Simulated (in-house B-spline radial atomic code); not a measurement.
A fraction x of an electron is removed from 5p in the barium ion Ba²⁺, starting from [Kr] 4d10 5s2 5p6 and keeping the highest spin. Computed with a B-spline radial code for spherical atoms: scalar-relativistic (X2C) PBE, spin-polarised, spherical fractional occupations, Fermi nucleus of rms radius 4.8378 fm.

```
   x  E(x) - E(0) (eV)  5p down level (eV)
   0            0.0000             -30.907
0.11            3.4637             -32.070
0.16            5.0804             -32.600
0.36           11.8135             -34.734
0.39           12.8604             -35.056
 0.5           16.7817             -36.240
0.61           20.8334             -37.430
0.72           25.0164             -38.625
0.84           29.7299             -39.934
0.98           35.4280             -41.469
   1           36.2596             -41.689
```

The exact functional would give a straight line between the two integer points. Deviations E(x) - E(0) - x[E(1) - E(0)], in eV: -0.525 at x = 0.11, -0.721 at x = 0.16, -1.24 at x = 0.36, -1.281 at x = 0.39, -1.348 at x = 0.5, -1.285 at x = 0.61, -1.091 at x = 0.72, -0.728 at x = 0.84, -0.106 at x = 0.98.

The curve lies below the straight line by up to 1.348 eV (at x = 0.5): convex, the delocalisation error that favours fractional charges.

Question: How well does Slater's transition state (minus the level at half occupation) give the ionisation energy?

Answer: It gives 36.240 eV against 36.260 eV from the two total energies; NIST lists 35.84 eV, ground level to ground level.
